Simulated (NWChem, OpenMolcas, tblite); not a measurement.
**A ladder of methods for InN2H5 (SMILES [NH2][InH][NH2])**

InN2H5 has 8 atoms, charge 0, and is taken as a singlet. As SMILES, `[NH2][InH][NH2]`. The shape is that of a PBE0-D4/def2-TZVP optimisation.

Each level gives the HOMO–LUMO gap (eV). The values are calculated.

```tsv
level	kind	program	value (eV)	CPU time
GFN1-xTB	semi-empirical	tblite	4.83	under 2 s
HF/def2-SVP (core potential)	Hartree–Fock	NWChem	12.11	15 s
SVWN5/def2-SVP (core potential)	LDA	NWChem	4.03	18 s
revPBE/def2-SVP (core potential)	GGA	OpenMolcas	4.13	43 s
r2SCAN/def2-SVP (core potential)	meta-GGA	OpenMolcas	4.63	49 s
B3LYP/def2-SVP (core potential)	global hybrid	NWChem	5.64	30 s
B2PLYP/def2-SVP (core potential)	double hybrid	OpenMolcas	8.31	27 s
```

The values span 4.03 to 12.11 eV. Orbital gaps aren't excitation energies, and those of double hybrids come from the SCF part alone; they tend to grow with the share of exact exchange. Times are those of the runs behind each value, whatever else they computed, on shared processors of several kinds: orders of magnitude only.
